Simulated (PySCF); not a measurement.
C4H2ClF, SMILES F/C=C(/Cl)C#C. Coordinates come from a PBE-D3(BJ)/def2-SVP optimisation. The structure was generated by enumeration; whether it is a known compound was not checked.

Question: Give the equilibrium geometry at PBE-D3(BJ)/def2-SVP (PySCF confirms it by a frequency run) as bond lengths and angles, and its point group. (An estimate is asked for; the answer gives what the named calculation found.)

Answer: point group Cs.
Atoms: C1 C2 C3 Cl4 C5 F6 H7 H8. Bonds (Å): C1–C2 1.226, C1–H7 1.081, C2–C3 1.415, C3–Cl4 1.755, C3–C5 1.358, C5–F6 1.333, C5–H8 1.101. Bond angles (°): C2–C1–H7 179.7, C1–C2–C3 179.2, C2–C3–Cl4 117.7, C2–C3–C5 124.5, Cl4–C3–C5 117.9, C3–C5–F6 121.4, C3–C5–H8 123.8, F6–C5–H8 114.8.
Charge 0, spin multiplicity 1.
